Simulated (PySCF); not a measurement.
PySCF 2.14 output of an unrestricted BP86 calculation on a single atom or ion in aug-cc-pVDZ-PP with ECP60MDF, with scalar relativity through the core potential:

```
SCF conv_tol = 1e-09
number electrons alpha = 9  beta = 8
    A. D. Becke.,  Phys. Rev. A 38, 3098 (1988)
    J. P. Perdew.,  Phys. Rev. B 33, 8822 (1986)
cycle= 1 E= -119.146803225449  delta_E= -0.00519  |g|= 0.112  |ddm|= 0.419
cycle= 2 E= -119.144868807697  delta_E= 0.00193  |g|= 0.162  |ddm|= 0.408
cycle= 3 E= -119.156286233076  delta_E= -0.0114  |g|= 0.0179  |ddm|= 0.154
cycle= 4 E= -119.156890587528  delta_E= -0.000604  |g|= 0.00437  |ddm|= 0.0668
cycle= 5 E= -119.157042846155  delta_E= -0.000152  |g|= 0.00741  |ddm|= 0.0499
cycle= 6 E= -119.157087357173  delta_E= -4.45e-05  |g|= 0.000964  |ddm|= 0.031
cycle= 7 E= -119.157089098232  delta_E= -1.74e-06  |g|= 0.000118  |ddm|= 0.00592
cycle= 8 E= -119.157089115626  delta_E= -1.74e-08  |g|= 2.89e-05  |ddm|= 0.000835
cycle= 9 E= -119.157089117586  delta_E= -1.96e-09  |g|= 1.38e-06  |ddm|= 0.000221
cycle= 10 E= -119.15708911759  delta_E= -4.73e-12  |g|= 1.01e-07  |ddm|= 8.77e-06
converged SCF energy = -119.15708911759  <S^2> = 0.96285115  2S+1 = 2.2025904
```

The run itself started from symmetry-adapted Hartree-Fock orbitals and held the occupation by maximum overlap, on a logarithmic radial grid, so the iterations belong to that start.

Which element, charge and spin multiplicity is this?

Pt⁺ (platinum, charge +1), multiplicity 2; the state was [Xe] 4f14 5d9, 2D determinant.

Energies and moments cover only the electrons outside the core potential. Spin-orbit coupling, absent here, splits the open shell strongly. ⟨S²⟩ = 0.96 against 0.75 shows spin contamination.
